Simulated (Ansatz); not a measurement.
```yaml
crystal:
  periodic: [false, false, false]
  atoms:
    - {symbol: C, position_ang: [-0.930458, 1.052034, -1.294199]}
    - {symbol: Al, position_ang: [-0.487363, 0.155828, 0.411721]}
    - {symbol: C, position_ang: [1.171895, 0.702987, 1.337517]}
    - {symbol: N, position_ang: [0.055794, -1.722420, -0.271673]}
    - {symbol: H, position_ang: [-1.740387, 0.556718, -1.841697]}
    - {symbol: H, position_ang: [-1.265644, 2.080000, -1.116922]}
    - {symbol: H, position_ang: [-0.071171, 1.122501, -1.971651]}
    - {symbol: H, position_ang: [-1.723435, -0.307002, 1.337815]}
    - {symbol: H, position_ang: [1.055482, 1.694632, 1.788725]}
    - {symbol: H, position_ang: [1.451137, 0.026889, 2.153601]}
    - {symbol: H, position_ang: [2.031586, 0.773391, 0.660583]}
    - {symbol: H, position_ang: [0.306133, -2.325845, 0.504759]}
    - {symbol: H, position_ang: [-0.715533, -2.158492, -0.766178]}
    - {symbol: H, position_ang: [0.848764, -1.680421, -0.903602]}
basis:
  gaussian: {orbitals: aug-cc-pVTZ, fitting: {mean_field: cc-pVTZ-jkfit}}
hamiltonian: {xc: {name: HF}}
correlation: {method: mp2, frozen_orbitals: {C: 9}}
accuracy: high
```

```sh
$ ansatz run in.yaml --threads 4 --pin off --events-out ev --progress --plain --max-ram 10444MiB
```

Output, abridged:

```
Functional definition: HF
Error: "frozen_orbitals" has no count for Al
```

**Question.** What is wrong with this run?

**Answer.** Frozen orbitals are typed for one element alone, and the program wants a count for each. The input was rejected before any iteration.
